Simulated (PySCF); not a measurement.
Input of a response calculation (the driver script's job line, then coordinates in Å):

```
{"job": {"kind": "uv", "xc": "wB97X-D", "basis": "def2-SVPD", "ip": false, "nstates": 10}, "charge": 0, "multiplicity": 1}
Si    -0.002963     0.000299     0.001427
N     -0.065038     0.022165     1.737540
C      0.195114     1.206851     2.510625
C     -0.223494    -1.168725     2.526802
H     -0.630181     1.422540     3.218512
H      0.302310     2.078930     1.849035
H      1.122012     1.124500     3.115178
H     -0.505831    -2.018315     1.890159
H      0.700745    -1.446619     3.074004
H     -1.021637    -1.045232     3.285247
N      1.629653    -0.071758    -0.587258
C      2.755361     0.385654     0.181081
C      1.954618    -0.436044    -1.940432
H      3.569479    -0.365681     0.186116
H      2.464272     0.559510     1.226018
H      3.188759     1.328149    -0.212464
H      1.054298    -0.780175    -2.470022
H      2.384150     0.409400    -2.516749
H      2.698924    -1.256740    -1.974540
N     -0.803051     1.462100    -0.489520
C     -2.013723     1.931997     0.129091
C     -0.402453     2.218902    -1.644190
H     -1.916221     2.981291     0.472685
H     -2.257970     1.314283     1.005631
H     -2.882832     1.900426    -0.560117
H      0.568231     1.865701    -2.018131
H     -1.132309     2.149437    -2.476834
H     -0.291351     3.294191    -1.401689
N     -0.775421    -1.409679    -0.656731
C     -0.144656    -2.702549    -0.684348
C     -2.150422    -1.419588    -1.075719
H     -0.646654    -3.434976    -0.018790
H      0.904507    -2.622076    -0.364254
H     -0.152760    -3.138865    -1.703189
H     -2.544865    -0.395428    -1.125903
H     -2.259460    -1.865314    -2.084137
H     -2.803507    -2.002132    -0.393633
```

The calculation used PySCF 2.14.0, density-fitted response routines, TDDFT wB97X-D/def2-SVPD, vertical, gas phase, core orbitals frozen in the response. Job line and output are in the format of a driver script around the code.

**Question.** What does the script print for it?

**Answer.** 
```
coarse grid: 29440 points
cycle   1  E = -827.0674812054  dE =  1.602e+00  |g| = 5.041e-01  |ddm| = 1.613e+01
cycle   2  E = -827.0880258498  dE = -2.054e-02  |g| = 4.555e-01  |ddm| = 2.264e+00
cycle   3  E = -827.1316153033  dE = -4.359e-02  |g| = 5.577e-02  |ddm| = 9.885e-01
cycle   4  E = -827.1324310643  dE = -8.158e-04  |g| = 1.331e-02  |ddm| = 2.411e-01
cycle   5  E = -827.1324741740  dE = -4.311e-05  |g| = 3.880e-03  |ddm| = 7.609e-02
cycle   6  E = -827.1324783618  dE = -4.188e-06  |g| = 5.935e-04  |ddm| = 1.675e-02
final grid: 274488 points
cycle   7  E = -827.2428108365  dE = -2.545e-04  |g| = 8.896e-03  |ddm| = 6.184e-01
cycle   8  E = -827.2428164334  dE = -5.597e-06  |g| = 8.071e-03  |ddm| = 8.257e-02
cycle   9  E = -827.2428297236  dE = -1.329e-05  |g| = 9.295e-04  |ddm| = 1.715e-02
cycle  10  E = -827.2428299542  dE = -2.305e-07  |g| = 4.098e-04  |ddm| = 7.276e-03
cycle  11  E = -827.2428300002  dE = -4.610e-08  |g| = 7.170e-05  |ddm| = 2.631e-03
cycle  12  E = -827.2428300023  dE = -2.054e-09  |g| = 2.812e-05  |ddm| = 4.768e-04
cycle  13  E = -827.2428300026  dE = -2.781e-10  |g| = 1.257e-05  |ddm| = 2.144e-04
converged SCF energy = -827.2428300026

Static polarisability (au): isotropic 154.675, principal 153.528 153.579 156.917

Singlet excitations
state   eV       nm        f      main configurations
  1   6.0393    205.3   0.00000   H->L 0.70
  2   6.1958    200.1   0.02039   H-1->L 0.58, H->L+2 0.12
  3   6.1991    200.0   0.02045   H-2->L 0.58, H->L+3 0.12
  4   6.3332    195.8   0.02629   H-3->L 0.46, H->L+1 0.20, H-1->L+3 0.11
  5   6.9985    177.2   0.00566   H->L+1 0.36, H->L+4 0.11
  6   7.0062    177.0   0.03025   H->L+2 0.21, H-1->L+1 0.19, H->L+3 0.18
  7   7.0076    176.9   0.02820   H->L+3 0.20, H-2->L+1 0.17, H->L+2 0.16
  8   7.1184    174.2   0.00006   H->L+7 0.14, H-3->L+1 0.12, H-1->L+3 0.11
  9   7.1723    172.9   0.04272   H->L+8 0.23, H-2->L+3 0.21, H-1->L+2 0.19
 10   7.2803    170.3   0.03934   H-1->L+1 0.19, H->L+2 0.15, H-1->L+8 0.10

Triplet excitations (Tamm-Dancoff, eV): 6.0233 6.1742 6.1776 6.3123
```

Isolated species at its PBE0-D3(BJ)/def2-SVP geometry (one conformer only).

The species is Si(NMe2)4 (`CN(C)[Si](N(C)C)(N(C)C)N(C)C`).

The SCF starts on a coarse grid; the energy jumps when the final grid takes over, and dE counts afresh there. H and L stand for HOMO and LUMO.

Note: wB97X-D ran without an empirical dispersion term, which enters the total energy and its gradient alone.

Without π bonds the low states may be Rydberg-like; a valence basis with one diffuse set may place them up to an eV too high.
